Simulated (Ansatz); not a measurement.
All values below come from frozen-core CCSD(T)/cc-pVDZ // PBE-D3(BJ)/def2-SVP in Ansatz (a program for electronic structure). The restricted HF reference is unstable towards unrestricted orbitals.

Ansatz 0.2 input:
```yaml
crystal:
  periodic: [false, false, false]
  atoms:
    - { symbol: Si, position_ang: [-3.476707, 0.622204, 0.240698] }
    - { symbol: C, position_ang: [-1.692747, 0.009623, 0.169527] }
    - { symbol: C, position_ang: [-1.3988, -1.389499, 0.263392] }
    - { symbol: C, position_ang: [-0.097364, -1.860077, 0.213061] }
    - { symbol: C, position_ang: [0.997109, -0.957391, 0.065163] }
    - { symbol: N, position_ang: [2.26589, -1.462254, 0.019892] }
    - { symbol: C, position_ang: [3.267256, -0.606677, -0.11778] }
    - { symbol: C, position_ang: [3.107597, 0.804945, -0.221753] }
    - { symbol: C, position_ang: [1.828182, 1.333531, -0.177676] }
    - { symbol: C, position_ang: [0.71811, 0.454518, -0.030657] }
    - { symbol: C, position_ang: [-0.632936, 0.904466, 0.024663] }
    - { symbol: H, position_ang: [-4.127199, 0.22132, 1.538496] }
    - { symbol: H, position_ang: [-3.489513, 2.121401, 0.121943] }
    - { symbol: H, position_ang: [-4.29, 0.02847, -0.879221] }
    - { symbol: H, position_ang: [-2.224427, -2.110716, 0.37813] }
    - { symbol: H, position_ang: [0.138616, -2.931895, 0.284245] }
    - { symbol: H, position_ang: [4.284276, -1.039897, -0.151895] }
    - { symbol: H, position_ang: [3.99102, 1.450882, -0.33441] }
    - { symbol: H, position_ang: [1.653792, 2.418728, -0.25408] }
    - { symbol: H, position_ang: [-0.822152, 1.988322, -0.050611] }
basis:
  gaussian: { orbitals: cc-pVDZ }
correlation:
  method: ccsd_t
```

Output:

```
Functional definition: HF
1896 factors; integrals over basis functions are off by at most 1.1e-3 eV
mean field evaluation 1: about -18755.7462 eV, gradient 3.8e1 eV
mean field evaluation 2: about -18756.2698 eV, gradient 3.8e1 eV
mean field evaluation 4: about -18761.2100 eV, gradient 6.4e0 eV
mean field evaluation 8: about -18761.3244 eV, gradient 3.3e-1 eV
mean field evaluation 16: about -18755.7449 eV, gradient 3.8e1 eV
mean field -18761.32555774 eV, -689.4659973636 hartree, gradient 2.2e-6 eV, S^2 0.000000; 0 other end points of the search recorded, 0 dependent functions left out; unrestricted orbitals would lower it
15 core orbitals not correlated
reference -18761.32555774 eV, -689.4659973636 hartree; 27, 27 occupied and 161, 161 virtual orbitals, 1896 factors
second order -38.87742945 eV of doubles, -0.00000000 eV of singles
cycle   1  -38.97651864 eV  change   -9.9e-2 eV  update   1.7e-1
cycle   2  -40.22457398 eV  change    -1.2e0 eV  update   5.6e-2
cycle   3  -40.51621288 eV  change   -2.9e-1 eV  update   2.5e-2
cycle   4  -40.51784386 eV  change   -1.6e-3 eV  update   7.8e-3
cycle   5  -40.52008273 eV  change   -2.2e-3 eV  update   4.2e-3
cycle   6  -40.52181839 eV  change   -1.7e-3 eV  update   1.2e-3
cycle   7  -40.52135057 eV  change    4.7e-4 eV  update   6.7e-4
cycle   8  -40.52122485 eV  change    1.3e-4 eV  update   2.5e-4
cycle   9  -40.52129245 eV  change   -6.8e-5 eV  update   1.2e-4
cycle  10  -40.52126043 eV  change    3.2e-5 eV  update   3.7e-5
perturbative correction -1.91159703 eV, -0.0702498951 hartree
Total energy: -18803.75841520 eV, -691.0253761132 hartree
```

Cost: roughly 8 core-minutes.
